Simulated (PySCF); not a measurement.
# NMR data sheet: C₂H₁₁FO₂Si₄

* Formula: C2H11FO2Si4
* SMILES: C=C[Si@@H](O)[Si@](F)([SiH3])O[SiH3]
* Point group of the computed structure: C1
* Degrees of unsaturation: 1
* Carbon signals: 2
* Proton signals: 7

Bonds (- single, = double, # triple, : aromatic): C1=C2, C2-Si3, Si3-O4, Si3-Si5, Si5-F6, Si5-Si7, Si5-O8, O8-Si9. C1 carries H10, H11; C2 carries H12; Si3 carries H13; O4 carries H14; Si7 carries H15, H16, H17; Si9 carries H18, H19, H20. Stereochemistry as in C=C[Si@@H](O)[Si@](F)([SiH3])O[SiH3]. H11 is cis to Si3; H10 is trans to Si3.

- GIAO PBE0/pcSseg-1 shieldings
- geometry from GFN2-xTB
- program: PySCF 2.14
- no relativistic terms, equivalent nuclei averaged, one computed conformer, isolated molecule

Referencing at the same level of theory: TMS for ¹H (σref 31.72) and ¹³C (σref 186.93) and ²⁹Si (σref 349.16); ¹⁹F (σref 170.95) against CFCl3; H2O for ¹⁷O (σref 336.08).

| carbon | δC, type | δH (multiplicity) | HMBC from (2–3 bonds) | span of the C tensor (ppm) |
| --- | --- | --- | --- | --- |
| C1 | 139.8, CH2 | H10 6.49 (m); H11 6.01 (m) | H12, H13 | 254 |
| C2 | 146.2, CH | 6.51 (m) | H10, H11, H13 | 243 |

Other nuclei:
```json
{"atoms": "H13", "nucleus": "¹H", "environment": "hydrogen on a silicon bonded to C, O, Si", "δ (ppm)": "5.66", "σ (ppm)": "26.06"}
{"atoms": "H18/H19/H20", "nucleus": "¹H", "environment": "hydrogen on a silicon bonded to O", "δ (ppm)": "5.22", "σ (ppm)": "26.49"}
{"atoms": "H15/H16/H17", "nucleus": "¹H", "environment": "hydrogen on a silicon bonded to Si", "δ (ppm)": "3.49", "σ (ppm)": "28.22"}
{"atoms": "H14", "nucleus": "¹H", "environment": "hydrogen on an oxygen bonded to Si", "δ (ppm)": "0.94", "σ (ppm)": "30.77"}
{"atoms": "F6", "nucleus": "¹⁹F", "environment": "fluorine bonded to Si", "δ (ppm)": "-141.1", "σ (ppm)": "312.1"}
{"atoms": "Si5", "nucleus": "²⁹Si", "environment": "silicon bonded to F, O, 2 Si", "δ (ppm)": "23.5", "σ (ppm)": "325.7"}
{"atoms": "Si3", "nucleus": "²⁹Si", "environment": "silicon bonded to C, O, Si, H", "δ (ppm)": "-22.4", "σ (ppm)": "371.6"}
{"atoms": "Si9", "nucleus": "²⁹Si", "environment": "silicon bonded to O, 3 H", "δ (ppm)": "-44.9", "σ (ppm)": "394.1"}
{"atoms": "Si7", "nucleus": "²⁹Si", "environment": "silicon bonded to Si, 3 H", "δ (ppm)": "-117.0", "σ (ppm)": "466.2"}
{"atoms": "O8", "nucleus": "¹⁷O", "environment": "oxygen bonded to 2 Si", "δ (ppm)": "63.9", "σ (ppm)": "272.2"}
{"atoms": "O4", "nucleus": "¹⁷O", "environment": "oxygen bonded to Si, H", "δ (ppm)": "6.0", "σ (ppm)": "330.1"}
```

Carbon types of the structure: 1 × CH, 1 × CH2, leaving 8 H on heteroatoms. δC 146.2: alkene CH; an sp2 carbon of a C=C bond. δC 139.8: terminal =CH2 carbon; an sp2 carbon of a C=C bond. δH 6.51: hydrogen on an alkene CH; attached to an sp2 carbon and in the plane of the double bond. δH 6.49, 6.01: hydrogen on a terminal =CH2 carbon; attached to an sp2 carbon and in the plane of the double bond. δH 0.94: hydrogen on an oxygen bonded to Si; labile proton, position sensitive to the medium.

The OH or NH signal is concentration- and solvent-dependent in practice; the value given is the gas-phase one. Splittings by ¹⁹F in the carbon and heteronuclear signals aren't shown, as no couplings were computed. Shifts are as computed. Against solution values, carbons near 30 ppm lie about +3 ppm off and those near 130 ppm about +5 ppm. Of 1309 compounds with measured shifts, 239 miss one by over three times the rms of a fit or turn the order of signals round; such compounds aren't used in these exercises. Unscaled 19F shifts against computed CFCl3 carry errors that often reach 10 to 50 ppm. Experimental scales use liquid or dissolved standards, which lie at an offset from isolated H2O (liquid H2O: subtract about 36 ppm). No couplings were computed; multiplicities are counted from neighbouring protons, with m where these are inequivalent, close in shift, in a saturated or five-membered ring or joined by F or P, and br s for small geminal =CH2 splittings.
